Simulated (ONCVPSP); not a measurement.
**O (Z = 8), ONCV: configuration errors across variants**

* Element: O (Z = 8)
* Generator: ONCVPSP 4.0.1
* Type: optimised norm-conserving Vanderbilt (ONCV)
* Functional: PW91
* Relativity: non-relativistic
* Frozen core: [He]
* Valence charge: 6
* Reference configuration: 2s1.75 2p4.25
* Partial waves: 2s: rc 0.70 bohr, ncon 4, nbas 8, qcut 8 1/bohr, 2 projectors, debl 3.6 Ha; 2p: rc 1.10 bohr, ncon 4, nbas 7, qcut 13.5 1/bohr, 1 projector
* Local potential: polynomial inside 0.65 bohr (lpopt 5, dvloc0 4 Ha)
* Core correction: polynomial model core, fcfact 0.55

All-electron excitation energies from the reference (eV): (1) 2s2 2p4 -3.712; (2) 2s2 2p3 12.820; (3) 2s2 2p2 46.528; (4) 2s1 2p5 11.149.

Errors AE − PS in meV (a dash: test not solved or not reliable):

| change | (1) | (2) | (3) | (4) | bound ghosts | GHOST(+) flags above zero |
| --- | --- | --- | --- | --- | --- | --- |
| base | +0.5 | +4.1 | +29 | +4.3 | none | none |
| s: qcut 5.1; p: qcut 8.5 | +0.8 | +13 | +87 | +7.6 | none | s |
| s: qcut 6.2; p: qcut 10.5 | +0.7 | +8.5 | +56 | +6.5 | none | s |
| s: qcut 7.3; p: qcut 12.2 | +0.6 | +5.7 | +39 | +5.3 | none | none |
| s: qcut 8.8; p: qcut 14.9 | +0.4 | +2.6 | +20 | +3.4 | none | none |
| s: qcut 9.8; p: qcut 16.6 | +0.3 | +1.8 | +16 | +2.7 | none | none |
| s: qcut 10.7; p: qcut 18.1 | +0.2 | +1.2 | +12 | +2.3 | none | none |
| s: qcut 11.4; p: qcut 19.3 | +0.2 | +1.5 | +14 | +2.4 | none | none |

(1) Give the same row for: s: qcut 7.9; p: qcut 13.4.

## Answers

(1) +0.5, +4.3, +30, +4.4; bound ghosts: none; GHOST(+) flags above zero: none.
